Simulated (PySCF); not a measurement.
Si(H)3(NHiPr) (C₃H₁₁NSi), SMILES CC(C)N[SiH3]. The structure is a stationary point at PBE0-D3(BJ)/def2-SVP. The values are those of a single conformer.

Computed equilibrium geometry at PBE0-D3(BJ)/def2-SVP (PySCF confirms it by a frequency run) as a Z-matrix (one conformer of several):
```
C
H 1 1.1119
N 1 1.4540 2 110.59
H 3 1.0144 1 112.77 2 73.17
C 1 1.5214 2 107.22 3 -120.48
H 5 1.0998 1 110.63 2 -58.66
H 5 1.1015 6 108.56 1 121.50
H 5 1.1025 6 107.19 7 116.44
C 1 1.5220 2 107.55 3 119.85
H 9 1.1006 1 111.19 2 57.62
H 9 1.1013 10 108.71 1 -121.56
H 9 1.1020 10 107.58 11 -116.65
Si 3 1.7343 4 114.97 1 156.12
H 13 1.4938 3 105.54 4 18.94
H 13 1.4951 14 109.21 3 -121.04
H 13 1.5034 14 108.47 15 -115.63
```
Charge 0, spin multiplicity 1.
